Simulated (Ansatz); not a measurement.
CCl2, SMILES `Cl[C]Cl` (lower singlet) (charge 0, multiplicity 1). This singlet lies 0.90 eV below the relaxed triplet at the level composite: frozen-core CCSD(T) with HF/cc-pVQZ and the correlation energy extrapolated as X^-3 from cc-pVTZ and cc-pVQZ, plus CCSDT(Q) minus CCSD(T) in cc-pVDZ // PBE0-D3(BJ)/def2-TZVP (Ansatz, a quantum-chemistry and plane-wave program).

Calculation: frozen-core CCSD(T)/cc-pVQZ // PBE0-D3(BJ)/def2-TZVP run with Ansatz.

Ansatz 0.2 input:
```yaml
crystal:
  periodic: [false, false, false]
  atoms:
    - { symbol: Cl, position_ang: [1.394857, -0.327817, -0.000004] }
    - { symbol: C, position_ang: [-0.000402, 0.657337, -0.000001] }
    - { symbol: Cl, position_ang: [-1.394455, -0.329521, 0.000005] }
basis:
  gaussian: { orbitals: cc-pVQZ }
correlation:
  method: ccsd_t
```

Output:

```
Functional definition: HF
1058 factors; integrals over basis functions are off by at most 5.7e-4 eV
mean field evaluation 1: about -26035.0164 eV, gradient 1.8e1 eV
mean field evaluation 2: about -26035.1257 eV, gradient 1.8e1 eV
mean field evaluation 4: about -26036.2309 eV, gradient 2.9e0 eV
mean field evaluation 8: about -26036.3315 eV, gradient 1.1e-1 eV
mean field evaluation 16: about -26035.7236 eV, gradient 1.2e1 eV
mean field -26036.33158684 eV, -956.8175377571 hartree, gradient 1.3e-6 eV, S^2 0.000000; 0 other end points of the search recorded, 0 dependent functions left out; unrestricted orbitals would lower it
11 core orbitals not correlated
reference -26036.33158684 eV, -956.8175377571 hartree; 9, 9 occupied and 153, 153 virtual orbitals, 1058 factors
second order -15.31376919 eV of doubles, -0.00000000 eV of singles
cycle   1  -15.66624951 eV  change   -3.5e-1 eV  update   1.1e-1
cycle   2  -16.07275352 eV  change   -4.1e-1 eV  update   3.6e-2
cycle   3  -16.20655434 eV  change   -1.3e-1 eV  update   2.3e-2
cycle   4  -16.19233900 eV  change    1.4e-2 eV  update   8.3e-3
cycle   5  -16.18984583 eV  change    2.5e-3 eV  update   3.5e-3
cycle   6  -16.19077769 eV  change   -9.3e-4 eV  update   1.1e-3
cycle   7  -16.19051148 eV  change    2.7e-4 eV  update   3.6e-4
cycle   8  -16.19066155 eV  change   -1.5e-4 eV  update   1.5e-4
cycle   9  -16.19063886 eV  change    2.3e-5 eV  update   4.8e-5
cycle  10  -16.19060543 eV  change    3.3e-5 eV  update   1.6e-5
cycle  11  -16.19062050 eV  change   -1.5e-5 eV  update   5.5e-6
perturbative correction -0.89582748 eV, -0.0329210525 hartree
Total energy: -26053.41803482 eV, -957.4454531385 hartree
```
